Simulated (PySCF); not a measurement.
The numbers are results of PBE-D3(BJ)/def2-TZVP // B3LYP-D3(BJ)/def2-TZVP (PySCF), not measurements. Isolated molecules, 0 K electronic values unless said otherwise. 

Reference species (SMILES): `F[Si](F)F` (neutral, multiplicity 2).

| Quantity | Value |
|---|---|
| dipole moment | 1.03 D |

Changed species: `F[SiH]F` (radical fragment; the reference has radical fragment).

Predict the effect on the dipole moment.

the dipole moment goes up by 0.24 D, to 1.27 D.
